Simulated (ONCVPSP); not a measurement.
Configuration tests for lutetium (Lu) (ONCV)

Lu (Z = 71), optimised norm-conserving Vanderbilt (ONCV), made with ONCVPSP 4.0.1 (PBEsol, scalar-relativistic). Core [Kr] 4d10, reference 4f14 5s2 5p6 5d1 6s2. Waves: 5s+6s: rc 2.00 bohr, ncon 4, nbas 8, qcut 6.8 1/bohr, 2 projectors; 5p: rc 1.75 bohr, ncon 3, nbas 6, qcut 8.6 1/bohr, 2 projectors, debl 1.4 Ha; 5d: rc 2.30 bohr, ncon 4, nbas 7, qcut 4.3 1/bohr, 3 projectors, debl 2.3 Ha; 4f: rc 0.65 bohr, ncon 5, nbas 10, qcut 31.4 1/bohr, 1 projector. Local part: polynomial inside 0.55 bohr (lpopt 5, dvloc0 0 Ha). Core correction: Teter function, fcfact 3.5, rcfact 1.4.

Energies are relative to the spin-unpolarised reference configuration 4f14 5s2 5p6 5d1 6s2; without spin polarisation the order of configurations can differ from experiment. Not all tests gave a result: 1 of 4 tests not solved or not reliable.

```json
{"valence configuration": "4f14 5s2 5p6 5d1 6s1", "charge": "+1", "ΔE all-electron (eV)": "7.390", "error AE − PS (meV)": "-2.0"}
{"valence configuration": "4f14 5s2 5p6 5d1 6s0", "charge": "+2", "ΔE all-electron (eV)": "20.612", "error AE − PS (meV)": "-6.5"}
{"valence configuration": "4f14 5s2 5p6 5d1 6s1.5", "charge": "+0.5", "ΔE all-electron (eV)": "3.000", "error AE − PS (meV)": "-0.7"}
```

Note: ghosts flagged at negative energy: s at -1022.3 eV, p at -489.9 eV, d at -1427.8 eV, f at -8.0 eV; GHOST(+) flagged for s at 70.9 eV. A true bound ghost makes a file unfit for plane-wave use.
